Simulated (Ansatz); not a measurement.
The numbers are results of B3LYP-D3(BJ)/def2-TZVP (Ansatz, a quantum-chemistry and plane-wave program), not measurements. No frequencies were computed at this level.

Ansatz 0.2 input:
```yaml
crystal:
  periodic: [false, false, false]
  atoms:
    - { symbol: Al, position_ang: [0.000854, 0.000661, 0.001381] }
    - { symbol: H, position_ang: [1.54707, -0.144338, -0.000228] }
    - { symbol: H, position_ang: [-0.89705, -1.266591, -0.000595] }
    - { symbol: H, position_ang: [-0.650873, 1.410269, -0.000558] }
basis:
  gaussian: { orbitals: def2-tzvp }
hamiltonian:
  xc: b3lyp
  dispersion: d3bj
relax:
  max_steps: 150
```

Output:

```
Functional definition: B3LYP
391 factors; their error is unknown
mean field evaluation 1: about -6645.2832 eV, gradient 1.3e1 eV
mean field evaluation 2: about -6645.8310 eV, gradient 3.7e0 eV
mean field evaluation 4: about -6645.8806 eV, gradient 5.0e-2 eV
mean field evaluation 8: about -6645.8893 eV, gradient 8.6e-4 eV
mean field -6645.88933135 eV, -244.2319281815 hartree, gradient 3.1e-5 eV, S^2 0.000000; 0 other end points of the search recorded, 0 dependent functions left out
reference -6645.88956276 eV, -244.2319366855 hartree; 8, 8 occupied and 47, 47 virtual orbitals, 391 factors
relax step   1: F+E_penalty+E_count = -6645.94351069 eV  Δ(F+E_penalty+E_count) = +0.000e0 eV  max|allowed force component| = 3.939e-1 eV/Å  Δτ_max = 0.0000 Å  (18 SCF iters, accepted)
these checks for a lower state are left out or cut short: starts, cluster_reference, orbital_swaps, neighbouring_geometries, increment
391 factors; their error is unknown
mean field -6645.90466390 eV, -244.2324916424 hartree, gradient 1.1e-5 eV, S^2 0.000000; 0 other end points of the search recorded, 0 dependent functions left out
reference -6645.90489571 eV, -244.2325001613 hartree; 8, 8 occupied and 47, 47 virtual orbitals, 391 factors
relax step   2: F+E_penalty+E_count = -6645.95867014 eV  Δ(F+E_penalty+E_count) = -1.516e-2 eV  max|allowed force component| = 7.762e-2 eV/Å  Δτ_max = 0.0227 Å  (20 SCF iters, accepted)
these checks for a lower state are left out or cut short: starts, cluster_reference, orbital_swaps, neighbouring_geometries, increment
391 factors; their error is unknown
mean field evaluation 16: about -6645.8965 eV, gradient 2.3e-1 eV
mean field -6645.90534555 eV, -244.2325166926 hartree, gradient 1.1e-5 eV, S^2 0.000000; 0 other end points of the search recorded, 0 dependent functions left out
reference -6645.90557745 eV, -244.2325252147 hartree; 8, 8 occupied and 47, 47 virtual orbitals, 391 factors
relax step   3: F+E_penalty+E_count = -6645.95930984 eV  Δ(F+E_penalty+E_count) = -6.397e-4 eV  max|allowed force component| = 5.215e-3 eV/Å  Δτ_max = 0.0058 Å  (21 SCF iters, accepted)
391 factors; their error is unknown
mean field evaluation 32: about -6645.9053 eV, gradient 3.7e-5 eV
mean field -6645.90534555 eV, -244.2325166926 hartree, gradient 1.3e-5 eV, S^2 0.000000; 1 other end points of the search recorded, 0 dependent functions left out
reference -6645.90557745 eV, -244.2325252147 hartree; 8, 8 occupied and 47, 47 virtual orbitals, 391 factors
Total energy: -6645.95954174 eV, -244.2345083658 hartree
Atom 0 at     0.000074     0.000055     0.000775 Å, force    -0.000243    -0.000184    -0.005215 eV/Å
Atom 1 at     1.573461    -0.145746    -0.000022 Å, force    -0.000078     0.000425     0.001738 eV/Å
Atom 2 at    -0.912783    -1.289658    -0.000396 Å, force    -0.000186    -0.000600     0.001738 eV/Å
Atom 3 at    -0.660750     1.435350    -0.000357 Å, force     0.000507     0.000360     0.001738 eV/Å
Dipole moment:     0.000108     0.000081     0.000993 e Å
```

Cost: roughly 2.3 core-seconds.
